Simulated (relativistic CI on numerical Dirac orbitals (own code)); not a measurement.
## Ligand-field terms of d2

Computed with a parametric ligand-field model of a d^n configuration (Racah B and C, spin-orbit zeta, crystal field), exact diagonalisation.

Field parameters in Wybourne normalisation: Oh B⁴₀ = 21Dq, B⁴₄ = √(5/14) B⁴₀. The field is a parameter set, without covalency.

**Question.** Ground term and bands for B = 1000, C = 3710, ζ = 0 cm⁻¹, Oh, 10Dq = 39000 cm⁻¹?

**Answer.** Ground term 3T1 with 0.01 electrons in the two orbitals of the cubic e set. Spin-allowed: 3T2 36739 cm⁻¹ (272 nm), 3T1 49477 cm⁻¹ (202 nm), 3A2 75739 cm⁻¹ (132 nm). Lowest spin-forbidden: 1T2 13845 cm⁻¹ (722 nm), 1E 14003 cm⁻¹ (714 nm), 1A1 31677 cm⁻¹ (316 nm).

**Question.** Ground term and bands for B = 1000, C = 3710, ζ = 0 cm⁻¹, Oh, 10Dq = 19000 cm⁻¹?

**Answer.** Ground term 3T1 with 0.04 electrons in the two orbitals of the cubic e set. Spin-allowed: 3T2 17232 cm⁻¹ (580 nm), 3T1 30463 cm⁻¹ (328 nm), 3A2 36232 cm⁻¹ (276 nm). Lowest spin-forbidden: 1T2 14008 cm⁻¹ (714 nm), 1E 14330 cm⁻¹ (698 nm), 1A1 29566 cm⁻¹ (338 nm).

**Question.** Ground term and bands for B = 1000, C = 3710, ζ = 0 cm⁻¹, Oh, 10Dq = 17000 cm⁻¹?

**Answer.** Ground term 3T1 with 0.05 electrons in the two orbitals of the cubic e set. Spin-allowed: 3T2 15318 cm⁻¹ (653 nm), 3T1 28636 cm⁻¹ (349 nm), 3A2 32318 cm⁻¹ (309 nm). Lowest spin-forbidden: 1T2 14020 cm⁻¹ (713 nm), 1E 14378 cm⁻¹ (696 nm), 1A1 29120 cm⁻¹ (343 nm).

**Question.** Ground term and bands for B = 1000, C = 3710, ζ = 0 cm⁻¹, Oh, 10Dq = 11000 cm⁻¹?

**Answer.** Ground term 3T1 with 0.07 electrons in the two orbitals of the cubic e set. Spin-allowed: 3T2 9662 cm⁻¹ (1035 nm), 3A2 20662 cm⁻¹ (484 nm), 3T1 23324 cm⁻¹ (429 nm). Lowest spin-forbidden: 1T2 13999 cm⁻¹ (714 nm), 1E 14525 cm⁻¹ (688 nm), 1T2 26165 cm⁻¹ (382 nm).

**Question.** Ground term and bands for B = 1000, C = 3710, ζ = 0 cm⁻¹, Oh, 10Dq = 31000 cm⁻¹?

**Answer.** Ground term 3T1 with 0.02 electrons in the two orbitals of the cubic e set. Spin-allowed: 3T2 28881 cm⁻¹ (346 nm), 3T1 41761 cm⁻¹ (239 nm), 3A2 59881 cm⁻¹ (167 nm). Lowest spin-forbidden: 1T2 13906 cm⁻¹ (719 nm), 1E 14105 cm⁻¹ (709 nm), 1A1 31147 cm⁻¹ (321 nm).
